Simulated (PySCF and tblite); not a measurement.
Results of a calculation; reference values are marked as such.
System: C₆H₁₃N, numbered as in [CH3:1][CH2:2][C@@:3]1([CH3:4])[CH2:5][N:6]1[CH3:7].

Motion: pyramidal inversion at N6. GFN2-xTB gives an electronic barrier of 13.9 kcal/mol and a reaction energy of 0.1 kcal/mol.

PBE0/pcSseg-1 + D3(BJ), IEF-PCM dichloromethane on GFN2-xTB geometries gives 17.0 kcal/mol and k(298 K) = 20 s⁻¹.

**Question.** What does revPBE/pcSseg-1 + D3(BJ), IEF-PCM dichloromethane give on GFN2-xTB geometries?

**Answer.** A barrier of 16.6 kcal/mol, 0.3 below the first DFT barrier (from unrounded values), a reaction energy of 0.4 kcal/mol and, with GFN2-xTB thermal terms, ΔG‡(298 K) = 15.3 kcal/mol and k = 35 s⁻¹ (1 equivalent path).

Programs: tblite and PySCF.
